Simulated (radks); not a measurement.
The sulfur ion S2+, 14 electrons, occupied as [Ne] 3s2 3p2.

Calculated with a radial shooting solver on a logarithmic mesh with Libxc functionals: non-relativistic Kohn-Sham, PBEsol, spin-polarised, spherical densities, point nucleus; open shells are filled with parallel spins first.

Energy parts (hartree):
| part | energy |
|---|---|
| total | -396.07675 |
| kinetic | 395.54862 |
| electron-nucleus | -930.73625 |
| Hartree | 163.19583 |
| exchange-correlation | -24.08496 |

Orbitals (lengths in bohr, moments of r in powers of bohr; <r^-3> diverges for s and p1/2):
[
 {"orbital": "1s up", "occ.": "1", "eigenvalue (hartree)": "-88.92572", "<r^4>": "0.0004192", "<r>": "0.09741", "<r^2>": "0.01276", "<r^-3>": "-"},
 {"orbital": "1s down", "occ.": "1", "eigenvalue (hartree)": "-88.91262", "<r^4>": "0.0004191", "<r>": "0.09740", "<r^2>": "0.01275", "<r^-3>": "-"},
 {"orbital": "2s up", "occ.": "1", "eigenvalue (hartree)": "-8.65968", "<r^4>": "0.1380", "<r>": "0.4813", "<r^2>": "0.2757", "<r^-3>": "-"},
 {"orbital": "2s down", "occ.": "1", "eigenvalue (hartree)": "-8.64649", "<r^4>": "0.1370", "<r>": "0.4810", "<r^2>": "0.2751", "<r^-3>": "-"},
 {"orbital": "2p up", "occ.": "3", "eigenvalue (hartree)": "-6.69279", "<r^4>": "0.1297", "<r>": "0.4428", "<r^2>": "0.2451", "<r^-3>": "80.50"},
 {"orbital": "2p down", "occ.": "3", "eigenvalue (hartree)": "-6.67474", "<r^4>": "0.1284", "<r>": "0.4425", "<r^2>": "0.2445", "<r^-3>": "80.46"},
 {"orbital": "3s up", "occ.": "1", "eigenvalue (hartree)": "-1.47881", "<r^4>": "12.89", "<r>": "1.579", "<r^2>": "2.855", "<r^-3>": "-"},
 {"orbital": "3s down", "occ.": "1", "eigenvalue (hartree)": "-1.37851", "<r^4>": "13.45", "<r>": "1.586", "<r^2>": "2.894", "<r^-3>": "-"},
 {"orbital": "3p up", "occ.": "2", "eigenvalue (hartree)": "-1.06397", "<r^4>": "21.15", "<r>": "1.753", "<r^2>": "3.571", "<r^-3>": "7.492"},
 {"orbital": "3p down", "occ.": "0", "eigenvalue (hartree)": "-0.96750", "<r^4>": "23.25", "<r>": "1.781", "<r^2>": "3.704", "<r^-3>": "7.380"},
 {"orbital": "3d up", "occ.": "0", "eigenvalue (hartree)": "-0.50805", "<r^4>": "77.58", "<r>": "2.311", "<r^2>": "6.411", "<r^-3>": "0.3717"},
 {"orbital": "3d down", "occ.": "0", "eigenvalue (hartree)": "-0.43141", "<r^4>": "108.3", "<r>": "2.481", "<r^2>": "7.469", "<r^-3>": "0.3347"},
 {"orbital": "4s up", "occ.": "0", "eigenvalue (hartree)": "-0.43492", "<r^4>": "437.3", "<r>": "3.926", "<r^2>": "17.36", "<r^-3>": "-"}
]

The highest occupied level is 3p up at -28.952 eV. The electron density at the nucleus is 2669 e/bohr^3. Summed over all electrons, <r^2> = 14.94 bohr^2, which gives a Langevin (diamagnetic) susceptibility term of -11.8 x 10^-6 cm^3/mol.
